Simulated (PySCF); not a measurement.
# Excitation energy of Al by level of theory

Al [Ne] 3s2 3p1 (2P) → Al [Ne] 3s1 3p1 4s1 (4P), as a difference of total energies. All numbers are calculated (PySCF 2.14, no relativity, point nucleus, in aug-cc-pV(T+d)Z with one added diffuse shell each of s, p, d, f type (7s6p5d3f, 71 functions)). Correlated levels: valence: [Ne] frozen. The calculations carry no spin-orbit coupling.

```json
{"method": "UHF", "excitation energy (eV)": "6.356"}
{"method": "MP2 (valence)", "excitation energy (eV)": "7.180"}
{"method": "SCS-MP2 (valence)", "excitation energy (eV)": "7.422"}
{"method": "CCSD (valence)", "excitation energy (eV)": "7.467"}
{"method": "CCSD(T) (valence)", "excitation energy (eV)": "7.496"}
```

Task: How much does correlation contribute at CCSD(T) (valence)?

Result: 7.496 − (6.356) = 1.140 eV, measured against UHF.

The upper state lies above the first ionisation limit, but in LS coupling its spin forbids autoionisation to the ground ion. A Rydberg-like electron needs more diffuse functions than a valence basis has.

The promoted electron is Rydberg-like, and one or two diffuse shells describe it only roughly, which tends to raise the upper state.
